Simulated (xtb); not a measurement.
H$_{3}$B$_{3}$Cl$_{2}$N$_{3}$ (SMILES ClB1N[B]NB(Cl)N1), doublet, from a rough starting geometry; GFN2-xTB run with xtb 6.7.1.

Input for xtb:
```
$ xtb mol.xyz --gfn 2 --uhf 1 --opt vtight --json

# file mol.xyz
11

Cl    -2.65233211     1.30356163     0.56841471
B     -1.22790943     0.37011007     0.18724890
N     -1.24000313    -0.92171484    -0.37070770
B     -0.03770348    -1.61211868    -0.67011369
N      1.14469406    -0.94749103    -0.37463088
B      1.24962921     0.30340790     0.11969190
Cl     2.77453528     1.11708108     0.48291007
N      0.01716426     1.08878232     0.46437633
H     -2.10760808    -1.35294294    -0.51828789
H      2.06818085    -1.40946387    -0.57593976
H      0.05696828     1.90828404     0.83639214
```

Output, abridged:

```
   ID    Z sym.   atoms
    1   17 Cl     1, 7
    2    5 B      2, 4, 6
    3    7 N      3, 5, 8
    4    1 H      9-11

           -------------------------------------------------
          |                Calculation Setup                |
           -------------------------------------------------

           -------------------------------------------------
          |                 G F N 2 - x T B                 |
           -------------------------------------------------

          ...................................................
          :                      SETUP                      :
          :.................................................:
          :  # basis functions                  47          :
          :  # atomic orbitals                  45          :
          :  # shells                           21          :
          :  # electrons                        41          :
          :  max. iterations                   250          :
          :  Hamiltonian                  GFN2-xTB          :
          :  restarted?                      false          :
          :  GBSA solvation                  false          :
          :  PC potential                    false          :
          :  electronic temp.          300.0000000     K    :
          :  accuracy                    1.0000000          :
          :  -> integral cutoff          0.2500000E+02      :
          :  -> integral neglect         0.1000000E-07      :
          :  -> SCF convergence          0.1000000E-05 Eh   :
          :  -> wf. convergence          0.1000000E-03 e    :
          :  Broyden damping             0.4000000          :
          :  net charge                          0          :
          :  unpaired electrons                  1          :
          ...................................................

 iter      E             dE          RMSdq      gap      omega  full diag
   1    -23.2801157 -0.232801E+02  0.926E+00    1.90       0.0  T
   2    -23.4114127 -0.131297E+00  0.587E+00    1.18       1.0  T
   3    -23.3887790  0.226336E-01  0.268E+00    2.57       1.0  T
   4    -23.4501353 -0.613563E-01  0.764E-01    2.24       1.0  T
   5    -23.4549452 -0.480988E-02  0.401E-01    2.34       1.0  T
   6    -23.4548674  0.778334E-04  0.213E-01    2.34       1.0  T
   7    -23.4552547 -0.387346E-03  0.891E-02    2.31       1.0  T
   8    -23.4552750 -0.203365E-04  0.662E-02    2.31       1.0  T
[...]
         :: total energy             -23.249132486478 Eh    ::
 * total energy  :   -23.2491325 Eh     change       -0.7808296E-09 Eh
 * total energy  :   -23.2712884 Eh     change       -0.2215592E-01 Eh
 * total energy  :   -23.2743221 Eh     change       -0.3033646E-02 Eh
 * total energy  :   -23.2745447 Eh     change       -0.2226344E-03 Eh
 * total energy  :   -23.2745808 Eh     change       -0.3615801E-04 Eh
 * total energy  :   -23.2745905 Eh     change       -0.9633754E-05 Eh
 * total energy  :   -23.2745922 Eh     change       -0.1767513E-05 Eh
 * total energy  :   -23.2745926 Eh     change       -0.3299267E-06 Eh
 * total energy  :   -23.2745926 Eh     change       -0.4061856E-07 Eh
   *** GEOMETRY OPTIMIZATION CONVERGED AFTER 9 ITERATIONS ***
         :: total energy             -23.274592615738 Eh    ::
[...]
     6   5 B        2.530     0.389    17.035     7.130
     7  17 Cl       0.847    -0.301   108.725    15.952
     8   7 N        2.567    -0.321    28.281     7.898
     9   1 H        0.860     0.182     1.205     1.719
    10   1 H        0.860     0.182     1.205     1.719
    11   1 H        0.860     0.189     1.162     1.689

 Mol. C6AA /au·bohr⁶  :       2939.202166
 Mol. C8AA /au·bohr⁸  :      96383.940728
 Mol. α(0) /au        :         87.915548

Wiberg/Mayer (AO) data.
largest (>0.10) Wiberg bond orders for each atom

 ---------------------------------------------------------------------------
     #   Z sym  total        # sym  WBO       # sym  WBO       # sym  WBO
 ---------------------------------------------------------------------------
     1  17 Cl   1.077 --     2 B    0.970
     2   5 B    3.454 --     3 N    1.208     8 N    1.187     1 Cl   0.970
     3   7 N    3.474 --     4 B    1.212     2 B    1.208     9 H    0.941
     4   5 B    2.577 --     3 N    1.212     5 N    1.212
     5   7 N    3.474 --     4 B    1.212     6 B    1.208    10 H    0.941
     6   5 B    3.454 --     5 N    1.208     8 N    1.187     7 Cl   0.970
     7  17 Cl   1.077 --     6 B    0.970
     8   7 N    3.468 --     2 B    1.187     6 B    1.187    11 H    0.939
     9   1 H    0.967 --     3 N    0.941
    10   1 H    0.967 --     5 N    0.941
    11   1 H    0.964 --     8 N    0.939
 ---------------------------------------------------------------------------

Topologies differ in total number of bonds
Writing topology from bond orders to xtbtopo.mol

molecular dipole:
                 x           y           z       tot (Debye)
 q only:       -0.037      -1.202      -0.504
   full:       -0.027      -0.866      -0.363       2.386
molecular quadrupole (traceless):
                xx          xy          yy          xz          yz          zz
 q only:      -10.093       0.391       5.850       0.224       0.721       4.243
  q+dip:      -10.667       0.399       5.681       0.234       0.283       4.986
   full:      -10.975       0.374       4.926       0.232      -0.642       6.049

optimized geometry written to: xtbopt.xyz

           -------------------------------------------------
          | TOTAL ENERGY              -23.274592615738 Eh   |
          | GRADIENT NORM               0.000044831285 Eh/α |
          | HOMO-LUMO GAP               2.416220134110 eV   |
           -------------------------------------------------
```
